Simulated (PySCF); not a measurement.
Cu⁺: ionisation energy

Cu⁺ [Ar] 3d10 (1S) → Cu²⁺ [Ar] 3d9 (2D), as a difference of total energies. Computed with PySCF 2.14 in def2-TZVP (6s4p4d1f, 45 functions), with the non-relativistic Hamiltonian (point nucleus). Correlated levels: valence: [Ar] frozen. The calculations carry no spin-orbit coupling.

```tsv
method	ionisation energy (eV)	difference from reference (eV)
UHF	17.429	-2.863
TPSS	20.734	+0.442
PBE	21.133	+0.841
MP2 (valence)	20.621	+0.329
SCS-MP2 (valence)	20.221	-0.071
```

Reference: 20.292 eV (measured; NIST Atomic Spectra Database, ionization energies).

These non-relativistic numbers lack the scalar-relativistic shift.

The reference lies between the lowest fine-structure levels, while these numbers refer to the centres of the terms.

Errors of the correlated levels include the incompleteness of this basis and the frozen core.
